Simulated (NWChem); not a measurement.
Everything below was run with NWChem. System: CH₆GaN, charge 0, spin multiplicity 1, displaced from the optimised geometry. The structure started from a generated list of species. Level: LDA (SVWN5)/def2-SVP.

Part of the output:

```
             Northwest Computational Chemistry Package (NWChem) 7.3.0
             --------------------------------------------------------

                                NWChem Input Module
                                -------------------

 Scaling coordinates for geometry "geometry" by  1.889725989
 (inverse scale =  0.529177249)

 Turning off AUTOSYM since
 SYMMETRY directive was detected!

                             Geometry "geometry" -> ""
                             -------------------------

 Output coordinates in angstroms (scale by  1.889725989 to convert to a.u.)

  No.       Tag          Charge          X              Y              Z
 ---- ---------------- ---------- -------------- -------------- --------------
    1 Ga                  31.0000    -0.40466100     0.72037300     0.00000000
    2 H                    1.0000    -1.97707000     1.02873600     0.00000000
    3 H                    1.0000     0.82010600     1.75578800     0.00000000
    4 N                    7.0000     0.06679900    -1.08836000     0.00000000
    5 C                    6.0000     1.41761000    -1.69026300     0.00000000
    6 H                    1.0000    -0.69802300    -1.79988100     0.00000000
    7 H                    1.0000     1.61080200    -2.33938900    -0.91410200
    8 H                    1.0000     1.61080200    -2.33938900     0.91410200
    9 H                    1.0000     2.20462400    -0.87732100     0.00000000

 Effective nuclear repulsion energy (a.u.)     175.4187938209

            Nuclear Dipole moment (a.u.)
            ----------------------------
        X                 Y               Z
 ---------------- ---------------- ----------------
     0.0000056692     0.0000170075     0.0000000000

      Symmetry information
      --------------------

 Group name             Cs
 Group number              2
 Group order               2
 No. of unique centers     8

      Symmetry unique atoms

     1    2    3    4    5    6    7    9


 Summary of "ao basis" -> "" (spherical)
 ------------------------------------------------------------------------------
       Tag                 Description            Shells   Functions and Types
 ---------------- ------------------------------  ------  ---------------------
 *                          def2-svp                  on all atoms

                                 NWChem DFT Module
                                 -----------------

 Summary of "ao basis" -> "ao basis" (spherical)
[...]
     2   1 1 0      0.093657     58.488662     58.488662   -116.883666
     2   1 0 1     -0.000000     -0.000000     -0.000000      0.000000
     2   0 2 0    -22.058809   -119.262143   -119.262143    216.465478
     2   0 1 1     -0.000000     -0.000000     -0.000000      0.000000
     2   0 0 2    -23.148635    -14.558236    -14.558236      5.967837

            General Information
            -------------------
          SCF calculation type: DFT
          Wavefunction type:  closed shell.
          No. of atoms     :     9
          No. of electrons :    50
           Alpha electrons :    25
            Beta electrons :    25
          Charge           :     0
          Spin multiplicity:     1
          Use of symmetry is: on ; symmetry adaption is: on
          Maximum number of iterations: 100
          AO basis - number of functions:    90
                     number of shells:    42
          Convergence on energy requested:  1.00D-06
          Convergence on density requested:  1.00D-05
          Convergence on gradient requested:  5.00D-04

              XC Information
              --------------
                        Slater Exchange Functional  1.000 local
                      VWN V Correlation Functional  1.000 local

             Grid Information
             ----------------
          Grid used for XC integration:  medium
          Radial quadrature: Mura-Knowles
          Angular quadrature: Lebedev.
          Tag              B.-S. Rad. Rad. Pts. Rad. Cut. Ang. Pts.
          ---              ---------- --------- --------- ---------
          Ga                  1.30      112          10.0       590
          H                   0.35       45          12.0       434
          N                   0.65       49           9.0       434
          C                   0.70       49          11.0       434
          Grid pruning is: on
          Number of quadrature shells:   435
          Spatial weights used:  Erf1

          Convergence Information
          -----------------------
          Convergence aids based upon iterative change in
          total energy or number of iterations.
          Levelshifting, if invoked, occurs when the
          HOMO/LUMO gap drops below (HL_TOL):  1.00D-02
          DIIS, if invoked, will attempt to extrapolate
          using up to (NFOCK): 10 stored Fock matrices.

                    Damping( 0%)  Levelshifting(0.5)       DIIS
                  --------------- ------------------- ---------------
          dE  on:    start            ASAP                start
          dE off:    2 iters        100 iters           100 iters

      Screening Tolerance Information
      -------------------------------
          Density screening/tol_rho:  1.00D-10
          AO Gaussian exp screening on grid/accAOfunc:  14
          CD Gaussian exp screening on grid/accCDfunc:  20
          XC Gaussian exp screening on grid/accXCfunc:  20
          Schwarz screening/accCoul:  1.00D-08

                            NWChem DFT Gradient Module
                            --------------------------

  charge          =   0.00
  wavefunction    = closed shell

  Using symmetry

                         DFT ENERGY GRADIENTS

    atom               coordinates                        gradient
                 x          y          z           x          y          z
   1 Ga     -0.764698   1.361308   0.000000   -0.005370   0.017022   0.000000
   2 H      -3.736121   1.944029   0.000000   -0.010789   0.002742   0.000000
   3 H       1.549776   3.317958   0.000000    0.007974   0.007650   0.000000
   4 N       0.126232  -2.056702   0.000000   -0.009249  -0.003493   0.000000
   5 C       2.678894  -3.194134   0.000000    0.013357  -0.006751   0.000000
   6 H      -1.319072  -3.401282   0.000000   -0.010788  -0.010184   0.000000
   7 H       3.043974  -4.420804  -1.727402    0.002811  -0.007422  -0.009671
   8 H       3.043974  -4.420804   1.727402    0.002811  -0.007422   0.009671
   9 H       4.166135  -1.657896   0.000000    0.009242   0.007857   0.000000

                 ----------------------------------------
                 |  Time  |  1-e(secs)   |  2-e(secs)   |
                 ----------------------------------------
                 |  CPU   |       0.01   |       6.61   |
                 ----------------------------------------
                 |  WALL  |       0.01   |       6.61   |
                 ----------------------------------------

 Task  times  cpu:       10.7s     wall:       10.7s

 Total times  cpu:       10.7s     wall:       10.7s
```

Write an NWChem input that would produce this output.

Several could match; the one computed here: 
```
start mol
memory heap 200 mb stack 800 mb global 1000 mb
geometry units angstroms nocenter noautoz
  Ga    -0.404661     0.720373     0.000000
  H     -1.977070     1.028736     0.000000
  H      0.820106     1.755788     0.000000
  N      0.066799    -1.088360     0.000000
  C      1.417610    -1.690263     0.000000
  H     -0.698023    -1.799881     0.000000
  H      1.610802    -2.339389    -0.914102
  H      1.610802    -2.339389     0.914102
  H      2.204624    -0.877321     0.000000
  symmetry group Cs
end
basis spherical
  * library def2-svp
end
dft
  xc slater vwn_5
  semidirect memsize 60000000 filesize 0
  iterations 100
  tolerances tight
end
task dft gradient
```
